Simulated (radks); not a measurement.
Results of a calculation; reference values are marked as such.
Question: Coherent X-ray form factor from a spherical all-electron density. Level of theory: Dirac Kohn-Sham, PW91, spin-unpolarised, spherical densities, point nucleus (a radial shooting solver on a logarithmic mesh with Libxc functionals).

sin(theta)/lambda (1/angstrom),f0 (electrons)
0.05,71.247
0.1,69.163
0.15,66.165
0.2,62.696
0.25,59.094
0.3,55.567
0.4,49.108
0.5,43.583
0.6,38.885
0.8,31.323
1,25.610
1.25,20.636
1.5,17.504
2,13.868

The species is in the configuration that NIST lists as its ground one. Which atom or ion scatters so?

Answer: The tungsten ion W2+, [Xe] 4f14 5d4. Extrapolating in s^2 from the first two rows gives f0(0) = 71.9, near the electron count 72; among species with that count, the fall with angle is slower the higher Z, and the table is that of Z = 74; from so few rows the species is fixed only to a neighbour or two.
